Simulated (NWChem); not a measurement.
System: C3H4F2; SMILES C1[C@@H](F)[C@@H]1F

Here is an NWChem input.

```
start job
memory heap 200 mb stack 900 mb global 1100 mb
geometry units angstroms noautoz
  F      1.801241    -0.116912    -0.502177
  C      0.610747     0.429623    -0.108116
  C      0.000000     0.000000     1.204668
  C     -0.610747    -0.429623    -0.108116
  F     -1.801241     0.116912    -0.502177
  H      0.495039     1.484682    -0.414390
  H      0.518725    -0.775123     1.790009
  H     -0.518725     0.775123     1.790009
  H     -0.495039    -1.484682    -0.414390
end
basis spherical
  * library def2-svp
end
dft
  xc xwpbe 1.00 cpbe96 1.0 hfexch 1.00
  cam 0.25 cam_alpha 0.0 cam_beta 1.0
  iterations 150
  vectors input atomic output neutral.movecs
end
task dft energy
charge 1
dft
  odft
  mult 2
  vectors input atomic output cation.movecs
end
task dft energy
```

The geometry was optimised at PBE-D3(BJ)/def2-SVP.

Ions are spin-unrestricted doublets at the neutral geometry; other ion states weren't tried. Functional: LC-ωPBE (HJS hole) with def2-SVP; the question gives the range parameter ω in 1/bohr.

Question: Give the results of this calculation. (LC-wPBE (HJS exchange hole, range parameter 0.25 per bohr)/def2-SVP, vertical spin-unrestricted ions.) Quantities: vertical ionisation energy, ΔSCF (eV); −ε(HOMO) (eV).

Answer: 
```
Property                               Result
-------------------------------------  ------
vertical ionisation energy, ΔSCF (eV)   10.57
−ε(HOMO) (eV)                            9.78
```
